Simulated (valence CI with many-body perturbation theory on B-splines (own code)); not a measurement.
Level structure of Ga25+

Method: configuration interaction combined with many-body perturbation theory (CI+MBPT): four valence electrons over a frozen Dirac-Fock core [He], radial functions for each j: 11 s, 11 p, 10 d, 8 f, 5 g, 2 h, with the one-electron correlation potential Σ1, the two-electron term Σ2, the three-electron term Σ3, Breit, model QED; selected CI, second order for the rest, scaled by the run's own slope (own B-spline code, finite nucleus).

No measured spectrum was set against this ion. As an estimate, levels of excited configurations hold to 0.05 to 0.15 % of their energy, terms of the ground configuration to about 0.5 %. Among the levels kept, up to 1000 cm⁻¹ of a level comes from second order outside the variational space, and about a tenth of that is noise between levels of different J, which matters for small intervals.

Levels 46 to 90 of 203, with energies above the lowest level, 2s2.2p2 3P_0. "Leading %" is the weight of the configuration and term that name the level; weights of strongly mixed levels are sums over their largest components and can fall short, so below about 35 % the name and the second component can differ from the true leading terms, or belong to a minority configuration. In the jj column 3d3/2^4 stands for four electrons in 3d with j = 3/2. Lifetimes count E1, E2, E3, M1 and M2 decay at the calculated energies, and are blank where another channel may lead or the interval is too uncertain; long ones can be off by a factor of two.

| No. | Configuration | Term | J | E (eV) | Leading % | Leading jj | Lifetime |
| --- | --- | --- | --- | --- | --- | --- | --- |
| 46 | 2s2.2p.3d | 3F° | 4 | 1531.5 | 97 | 2s^2 2p3/2 3d5/2 (97 %) | 452 ps |
| 47 | 2s2.2p.3d | 1D° | 2 | 1531.6 | 50 | 2s^2 2p3/2 3d3/2 (64 %) | 37.9 fs |
| 48 | 2s2.2p.3d | 3D° | 3 | 1535.0 | 61 | 2s^2 2p3/2 3d3/2 (58 %) | 24.5 fs |
| 49 | 2s2.2p.3d | 3P° | 1 | 1537.5 | 69 | 2s^2 2p3/2 3d3/2 (91 %) | 26.6 fs |
| 50 | 2s2.2p.3d | 3P° | 2 | 1537.6 | 45 | 2s^2 2p3/2 3d5/2 (58 %) | 26.4 fs |
| 51 | 2s2.2p.3d | 3P° | 0 | 1538.0 | 96 | 2s^2 2p3/2 3d3/2 (96 %) | 32.8 fs |
| 52 | 2s.2p2.3p | 5D° | 2 | 1539.8 | 52 | 2s 2p1/2^2 3p3/2 (54 %) | 425 fs |
| 53 | 2s.2p2.3s | 3P | 2 | 1541.1 | 73 | 2s 2p1/2 2p3/2 3s (75 %) | 160 fs |
| 54 | 2s.2p2.3p | 5D° | 1 | 1543.0 | 32 | 2s 2p1/2^2 3p3/2 (36 %) | 93.5 fs |
| 55 | 2s2.2p.3d | 1F° | 3 | 1545.9 | 76 | 2s^2 2p3/2 3d5/2 (60 %) | 14.8 fs |
| 56 | 2s.2p2.3p | 5P° | 1 | 1546.7 | 29 | 2s 2p1/2 2p3/2 3p1/2 (46 %) | 60.4 fs |
| 57 | 2s2.2p.3d | 1P° | 1 | 1547.9 | 45 | 2s^2 2p3/2 3d5/2 (55 %) | 29.7 fs |
| 58 | 2s.2p2.3p | 5D° | 2 | 1550.7 | 33 | 2s 2p1/2 2p3/2 3p1/2 (74 %) | 300 fs |
| 59 | 2s.2p2.3p | 5D° | 3 | 1554.4 | 83 | 2s 2p1/2 2p3/2 3p3/2 (83 %) | 16.3 ps |
| 60 | 2s.2p2.3p | 5P° | 1 | 1558.2 | 36 | 2s 2p1/2 2p3/2 3p3/2 (89 %) | 110 fs |
| 61 | 2s.2p2.3p | 5P° | 3 | 1559.7 | 50 | 2s 2p1/2 2p3/2 3p1/2 (59 %) | 269 fs |
| 62 | 2s.2p2.3s | 3D | 1 | 1561.5 | 88 | 2s 2p1/2 2p3/2 3s (86 %) | 147 fs |
| 63 | 2s.2p2.3p | 3D° | 2 | 1563.3 | 65 | 2s 2p1/2 2p3/2 3p3/2 (84 %) | 90.4 fs |
| 64 | 2s.2p2.3s | 3D | 2 | 1563.8 | 66 | 2s 2p1/2 2p3/2 3s (81 %) | 161 fs |
| 65 | 2s.2p2.3d | 5F | 1 | 1565.6 | 77 | 2s 2p1/2^2 3d3/2 (70 %) | 676 fs |
| 66 | 2s.2p2.3p | 5D° | 4 | 1565.6 | 86 | 2s 2p1/2 2p3/2 3p3/2 (70 %) | 84.8 ps |
| 67 | 2s.2p2.3d | 5F | 2 | 1567.2 | 57 | 2s 2p1/2^2 3d3/2 (52 %) | 219 fs |
| 68 | 2s.2p2.3p | 3P° | 0 | 1568.2 | 87 | 2s 2p1/2 2p3/2 3p3/2 (90 %) | 77.1 fs |
| 69 | 2s.2p2.3p | 5S° | 2 | 1568.6 | 61 | 2s 2p1/2 2p3/2 3p1/2 (64 %) | 442 fs |
| 70 | 2s.2p2.3s | 3D | 3 | 1571.1 | 79 | 2s 2p3/2^2 3s (66 %) | 133 fs |
| 71 | 2s.2p2.3d | 5F | 3 | 1571.5 | 37 | 2s 2p1/2^2 3d5/2 (60 %) | 74.8 fs |
| 72 | 2s.2p2.3p | 3P° | 2 | 1574.1 | 69 | 2s 2p1/2 2p3/2 3p3/2 (80 %) | 86.1 fs |
| 73 | 2s.2p2.3p | 3P° | 1 | 1575.2 | 57 | 2s 2p1/2 2p3/2 3p3/2 (65 %) | 72.0 fs |
| 74 | 2s.2p2.3s | 3P | 1 | 1575.3 | 49 | 2s 2p1/2 2p3/2 3s (66 %) | 180 fs |
| 75 | 2s.2p2.3p | 3D° | 3 | 1575.7 | 53 | 2s 2p1/2 2p3/2 3p3/2 (54 %) | 93.5 fs |
| 76 | 2s.2p2.3s | 3P | 0 | 1575.8 | 81 | 2s 2p1/2 2p3/2 3s (71 %) | 167 fs |
| 77 | 2s.2p2.3s | 1D | 2 | 1579.2 | 65 | 2s 2p3/2^2 3s (68 %) | 209 fs |
| 78 | 2s.2p2.3d | 3P | 2 | 1582.4 | 35 | 2s 2p1/2^2 3d5/2 (40 %) | 45.7 fs |
| 79 | 2s.2p2.3d | 5F | 4 | 1585.0 | 66 | 2s 2p1/2 2p3/2 3d5/2 (90 %) | 1.60 ps |
| 80 | 2s.2p2.3d | 5D | 0 | 1585.3 | 92 | 2s 2p1/2 2p3/2 3d3/2 (95 %) | 909 fs |
| 81 | 2s.2p2.3d | 5D | 1 | 1585.4 | 70 | 2s 2p1/2 2p3/2 3d3/2 (91 %) | 168 fs |
| 82 | 2s.2p2.3d | 5D | 2 | 1585.7 | 34 | 2s 2p1/2 2p3/2 3d3/2 (78 %) | 77.9 fs |
| 83 | 2s.2p2.3d | 5F | 3 | 1586.7 | 52 | 2s 2p1/2 2p3/2 3d3/2 (50 %) | 48.2 fs |
| 84 | 2s.2p2.3p | 3F° | 2 | 1589.7 | 61 | 2s 2p1/2 2p3/2 3p1/2 (89 %) | 209 fs |
| 85 | 2s.2p2.3d | 3F | 2 | 1594.7 | 39 | 2s 2p1/2 2p3/2 3d5/2 (85 %) | 50.2 fs |
| 86 | 2s.2p2.3p | 3D° | 1 | 1594.7 | 62 | 2s 2p1/2 2p3/2 3p1/2 (81 %) | 124 fs |
| 87 | 2s.2p2.3d | 5F | 5 | 1595.4 | 87 | 2s 2p1/2 2p3/2 3d5/2 (70 %) | 599 ps |
| 88 | 2s.2p2.3d | 5D | 4 | 1595.5 | 49 | 2s 2p1/2 2p3/2 3d3/2 (41 %) | 10.5 ps |
| 89 | 2s.2p2.3d | 3F | 3 | 1597.8 | 47 | 2s 2p1/2 2p3/2 3d3/2 (44 %) | 34.9 fs |
| 90 | 2s.2p2.3p | 3F° | 3 | 1599.7 | 79 | 2s 2p1/2 2p3/2 3p3/2 (71 %) | 367 fs |

Names give the largest LS component (configuration and term), which can be under half, so a name can repeat, a term be missing and a line seem to break the LS rules; names also repeat where a configuration has a term twice.

Where two levels of one J and parity lie close, their mixing, g and order are uncertain.
